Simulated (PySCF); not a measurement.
Identify the unknown among the candidates.

All candidates are C5H9NOSi.

| technique | computed result |
| --- | --- |
| Polarisability | 102.2 au [CAM-B3LYP/def2-SVPD] |
| 1H NMR | chemical shifts (computed TMS as zero) by class: 6.89 (1 H), 6.67 (1 H), 4.57 (1 H), 3.86 (1 H), 3.56 (1 H), 3.26 (1 H), 1.88 (3 H) ppm [GIAO PBE0/pcSseg-1] |
| UV, strongest line | among the 8 lowest singlet transitions: S8 at 6.69 eV (185 nm, f = 0.228) [TDDFT CAM-B3LYP/def2-SVPD] |
| Rotational structure | rotational constants A, B, C: 3.073, 0.938, 0.830 GHz [GFN2-xTB] |
| Dipole | 3.99 D [CAM-B3LYP/def2-SVPD] |
| 13C NMR | chemical shifts (computed TMS as zero) by class: 168.3 (1 C), 147.8 (1 C), 134.9 (1 C), 32.4 (1 C), 24.4 (1 C) ppm [GIAO PBE0/pcSseg-1] |

Gas-phase values; electronic properties from PySCF, density fitting. Levels stand in brackets. Isolated species at its GFN2-xTB geometry (one conformer only). NMR classes are plain means over equivalent atoms (diastereotopic ones count apart unless rotation or inversion swaps them), as if these changed places fast.

Problem. Which candidate is it?
A. `C=C1[SiH2][C@@H]1NC(C)=O`
B. `C#C[SiH2]N(C=O)CC`
C. `[H]/N=C/CCO[SiH2]C#C`

Solution. A. It is `C=C1[SiH2][C@@H]1NC(C)=O`. Numbering: `[CH2:1]=[C:2]1[SiH2:3][C@@H:4]1[NH:5][C:6]([CH3:7])=[O:8]`. Its formula, C5H9NOSi, gives 3 degrees of unsaturation: 1 ring and 2 π bonds in the structure found. 5 carbons fall into 5 classes; from least to most shielded: amide carbonyl carbon [C6] (168.3 ppm), fully substituted alkene carbon [C2] (147.8 ppm), terminal =CH2 carbon [C1] (134.9 ppm), ring sp3 carbon bound to nitrogen [C4] (32.4 ppm), methyl carbon next to a carbonyl [C7] (24.4 ppm). Hydrogen classes from least to most shielded: 1 H on a terminal =CH2 carbon, C1 (6.89 ppm), 1 H on a terminal =CH2 carbon, C1 (6.67 ppm), 1 H on an sp3 carbon bound to nitrogen, C4 (4.57 ppm), 1 H on an amide nitrogen, N5 (3.86 ppm), 1 H on an SiH2 silicon, Si3 (3.56 ppm), 1 H on an SiH2 silicon, Si3 (3.26 ppm), 3 H on a methyl carbon next to a carbonyl, C7 (1.88 ppm). The optimised geometry has point group C1 and is an asymmetric top.

The others, at the same levels:
- `C#C[SiH2]N(C=O)CC` fails: its computed 13C shifts are 172.2 (1 C), 102.3 (1 C), 85.9 (1 C), 41.3 (1 C), 21.6 (1 C) ppm, 1H shifts are 8.33 (1 H), 4.81 (2 H), 3.34 (2 H), 1.84 (1 H), 1.08 (3 H) ppm and strongest line among the 8 lowest singlet transitions is S8 at 7.43 eV (167 nm, f = 0.051) (against S8 at 6.69 eV).
- `[H]/N=C/CCO[SiH2]C#C` fails: its computed 13C shifts are 176.5 (1 C), 104.0 (1 C), 87.4 (1 C), 65.0 (1 C), 47.2 (1 C) ppm, 1H shifts are 11.04 (1 H), 8.73 (1 H), 5.02 (2 H), 4.14 (2 H), 2.56 (2 H), 2.00 (1 H) ppm and rotational constant A is 2.745 GHz (against 3.073 GHz).

Each candidate is one conformer, not necessarily the lowest. The conformers computed, where there is a choice (atom-mapped SMILES and torsion angles):
- `[CH2:1]=[C:2]1[SiH2:3][C@@H:4]1[NH:5][C:6]([CH3:7])=[O:8]`: Si3–C4–N5–C6 128°, C4–N5–C6–C7 180°
- `[CH:1]#[C:2][SiH2:3][N:4]([CH:5]=[O:6])[CH2:7][CH3:8]`: C2–Si3–N4–C5 68°, Si3–N4–C5–O6 -1°, Si3–N4–C7–C8 -78°
- `[H]/[N:8]=[CH:7]/[CH2:6][CH2:5][O:4][SiH2:3][C:2]#[CH:1]`: C2–Si3–O4–C5 55°, Si3–O4–C5–C6 -167°, O4–C5–C6–C7 67°, C5–C6–C7–N8 129°
